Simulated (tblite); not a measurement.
A geometry optimisation, step by step.

Species: C₅H₁₀BBrO.
Numbering: `[Br:1][B:2]1[CH2:3][CH2:4][CH2:5][CH2:6][O:7][CH2:8]1` (hydrogens: H9, H10 on C3; H11, H12 on C4; H13, H14 on C5; H15, H16 on C6; H17, H18 on C8)

Computed with GFN2-xTB (tblite), gas phase: L-BFGS steps from a force-field or distance-geometry start until the largest atomic force falls under 0.01 eV/Å. 4 of its 67 geometries are shown.

Step 0: E = -685.8615 eV, largest atomic force 1.535 eV/Å
```
atom  x, y, z in Å  |  force x, y, z in eV/Å
Br1     1.674    3.153   -0.425   -0.599  -1.340   0.448
B2      0.874    1.422    0.171    0.568   0.640  -0.229
C3     -0.682    1.309    0.462    0.274   0.948  -0.100
C4     -1.375    0.302   -0.475   -0.649  -0.517   0.372
C5     -1.125   -1.165   -0.042   -0.556   0.176  -0.741
C6      0.336   -1.585   -0.202   -0.333  -0.358   0.521
O7      1.134   -0.986    0.811    0.506  -0.458  -0.758
C8      1.838    0.147    0.337   -0.312   1.130  -0.136
H9     -1.136    2.310    0.284   -0.011  -0.522   0.232
H10    -0.867    1.045    1.528    0.029   0.033  -0.691
H11    -1.065    0.450   -1.524   -0.057  -0.055   0.452
H12    -2.474    0.471   -0.422    0.593  -0.026  -0.089
H13    -1.750   -1.819   -0.686    0.295   0.266   0.294
H14    -1.451   -1.323    0.998    0.236   0.147  -0.319
H15     0.391   -2.677   -0.060    0.108   0.155   0.139
H16     0.694   -1.387   -1.226    0.032   0.200   0.309
H17     2.611    0.408    1.081   -0.092  -0.347  -0.125
H18     2.364   -0.070   -0.622   -0.031  -0.071   0.422
```

Step 22: E = -686.1341 eV, largest atomic force 0.055 eV/Å
```
atom  x, y, z in Å  |  force x, y, z in eV/Å
Br1     1.662    3.036   -0.378   -0.010   0.012   0.012
B2      0.866    1.427    0.174    0.017   0.025  -0.001
C3     -0.687    1.345    0.429   -0.013  -0.003  -0.010
C4     -1.391    0.307   -0.469   -0.013  -0.053   0.005
C5     -1.120   -1.137   -0.048    0.003  -0.019   0.011
C6      0.331   -1.605   -0.205    0.007  -0.002   0.002
O7      1.240   -1.056    0.720    0.001  -0.026   0.026
C8      1.824    0.180    0.334    0.000  -0.011  -0.003
H9     -1.178    2.312    0.287   -0.005   0.001  -0.014
H10    -0.876    1.047    1.467    0.002   0.017   0.005
H11    -1.088    0.449   -1.511   -0.012   0.002   0.015
H12    -2.469    0.474   -0.413    0.016   0.016  -0.021
H13    -1.739   -1.803   -0.655    0.001   0.033   0.011
H14    -1.411   -1.270    0.996    0.012   0.012   0.013
H15     0.365   -2.684   -0.019    0.000   0.010  -0.023
H16     0.675   -1.419   -1.233    0.005   0.004  -0.019
H17     2.579    0.378    1.107   -0.018  -0.008   0.008
H18     2.406    0.025   -0.596    0.008  -0.010  -0.018
```

Step 44: E = -686.1398 eV, largest atomic force 0.023 eV/Å
```
atom  x, y, z in Å  |  force x, y, z in eV/Å
Br1     1.694    3.042   -0.266   -0.004   0.007   0.017
B2      0.866    1.417    0.192    0.002  -0.013  -0.019
C3     -0.698    1.357    0.390    0.008   0.001  -0.009
C4     -1.400    0.285   -0.468    0.001   0.004   0.004
C5     -1.113   -1.142   -0.007    0.000   0.001  -0.003
C6      0.329   -1.605   -0.241    0.002  -0.002  -0.005
O7      1.262   -1.092    0.680   -0.003  -0.001   0.003
C8      1.824    0.166    0.339    0.005  -0.002   0.008
H9     -1.169    2.322    0.180   -0.003  -0.005   0.005
H10    -0.918    1.126    1.439   -0.007   0.012  -0.015
H11    -1.098    0.396   -1.513   -0.019   0.003   0.000
H12    -2.478    0.454   -0.421    0.003  -0.004   0.015
H13    -1.772   -1.824   -0.548    0.002  -0.003  -0.010
H14    -1.333   -1.238    1.058   -0.001   0.007   0.003
H15     0.376   -2.691   -0.110   -0.009  -0.003   0.005
H16     0.634   -1.368   -1.271    0.016  -0.004  -0.003
H17     2.556    0.353    1.136    0.016   0.006   0.001
H18     2.431    0.049   -0.582   -0.009  -0.004   0.001
```

Step 66: E = -686.1419 eV, largest atomic force 0.009 eV/Å
```
atom  x, y, z in Å  |  force x, y, z in eV/Å
Br1     1.718    3.055   -0.154   -0.002   0.002   0.004
B2      0.871    1.413    0.198    0.004  -0.008   0.002
C3     -0.698    1.365    0.352    0.001   0.002   0.001
C4     -1.416    0.274   -0.465   -0.001  -0.002  -0.002
C5     -1.109   -1.147    0.003    0.000   0.000   0.002
C6      0.331   -1.606   -0.250    0.003   0.000   0.004
O7      1.270   -1.101    0.670    0.003   0.007  -0.003
C8      1.829    0.161    0.339    0.000   0.004  -0.005
H9     -1.154    2.328    0.102    0.000   0.002  -0.001
H10    -0.931    1.184    1.409   -0.005  -0.004   0.003
H11    -1.152    0.374   -1.521    0.005   0.000  -0.004
H12    -2.494    0.436   -0.381    0.001  -0.001  -0.001
H13    -1.773   -1.837   -0.522    0.002   0.004   0.001
H14    -1.309   -1.233    1.073   -0.002   0.000   0.003
H15     0.380   -2.693   -0.129   -0.007  -0.004   0.003
H16     0.631   -1.360   -1.280    0.002   0.002  -0.001
H17     2.566    0.342    1.133   -0.002  -0.004  -0.008
H18     2.431    0.052   -0.587   -0.003   0.001   0.003
```

**Question.** Summarise the path.

**Answer.** The energy falls by 6.47 kcal/mol from step 0 to step 66; nine tenths of that is first reached at step 6. It falls at every step. The largest force goes from 1.535 to 0.009 eV/Å. Among the bonds Br1–B2 changes most, from 1.998 to 1.881 Å; the atoms move by 0.140 Å rms after alignment.

The cost below is that of the whole relaxation. Hardware: one thread, Arm Neoverse V1 (aarch64), shared host with 32 logical CPUs at a one-minute load of 34. Cost: 0.49 s of wall time.
